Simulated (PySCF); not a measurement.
C₃H₃, SMILES C(#C)[CH2], multiplicity 2. Coordinates come from a PBE-D3(BJ)/def2-TZVP optimisation. The isomer is the one that the SMILES or the coordinates give; other isomers of the formula were not compared.

Computed with PySCF with PBE-D3(BJ)/def2-TZVP.

Harmonic wavenumbers (cm⁻¹): 342, 387, 402, 582, 672, 992, 1085, 1406, 1974, 3079, 3166, 3395. Rotational constants (GHz): 286.4, 9.496, 9.191; symmetry number 2.

**Question.** Work out the zero-point energy and the ideal-gas rigid-rotor harmonic-oscillator thermochemistry at 298.15 K and 1 atm.

**Answer.** ZPE = ½ Σ hcν = ½ × 17482 cm⁻¹ = 24.99 kcal/mol. H − E(el) = 28.22 kcal/mol. Entropy in cal/(mol K): translation 36.92, rotation 18.71, vibration 4.18, spin 1.38, total 61.18. G − E(el) = 9.98 kcal/mol. Cp = 15.26 cal/(mol K).
